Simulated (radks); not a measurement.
Results of a calculation; reference values are marked as such.
Charge is removed step by step from the 5s level of the erbium ion Er+, starting from [Xe] 4f12 6s1. Level of theory: scalar-relativistic Kohn-Sham, BLYP, spin-unpolarised, spherical densities, point nucleus (a radial shooting solver on a logarithmic mesh with Libxc functionals).

removed (e),E - E(0) (eV),eigenvalue (eV),E minus straight line (eV)
0,0.000,-58.345,0.000
0.1,5.895,-59.663,-0.617
0.2,11.923,-60.999,-1.100
0.3,18.086,-62.353,-1.450
0.4,24.385,-63.723,-1.663
0.5,30.822,-65.108,-1.738
0.6,37.397,-66.508,-1.674
0.7,44.114,-67.921,-1.470
0.8,50.972,-69.347,-1.124
0.9,57.974,-70.785,-0.634
1,65.120,-72.234,0.000

Removing the whole electron costs 65.120 eV by Delta-SCF, against 58.345 eV from minus the eigenvalue at the starting occupation. Slater's transition state (half an electron removed) gives 65.108 eV. Integrating minus the eigenvalue over the occupation (Janak's theorem) gives 65.168 eV. In this scalar-relativistic scheme the density is built from large components alone, so the theorem holds only approximately. The mean slope of the eigenvalue, de/dn, is 13.9 eV per electron.
